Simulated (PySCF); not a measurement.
H4SSiTe. Atoms are numbered in the order given.

```xyz
7

Te     0.0674     0.1624     0.6713
S     -1.7023     0.6080    -0.9570
H     -1.1813     1.7654    -1.4293
Si     1.4170    -1.1286    -1.0130
H      2.6479    -1.6060    -0.3118
H      1.7962    -0.2430    -2.1520
H      0.6327    -2.2907    -1.5187
```
Charge 0, spin multiplicity 1.

Geometry optimised at r2SCAN-D4/def2-SVP. The def2 effective core potentials stand for the cores of Te; spin–orbit coupling is left out. One conformer was computed; it need not be the lowest.

Calculation: PBE0/def2-TZVPD (PySCF).

Mulliken values depend strongly on the basis, most of all with diffuse functions as here. ESP charges are fitted to the potential on shells at 1.4 to 2.0 van der Waals radii. Atomic charges (e):

```
atom  Mulliken  ESP fit
----  --------  -------
Te1       0.14     0.00
S2       -0.44    -0.20
H3        0.25     0.15
Si4       0.03     0.02
H5       -0.02     0.03
H6        0.01    -0.02
H7        0.02     0.01
```
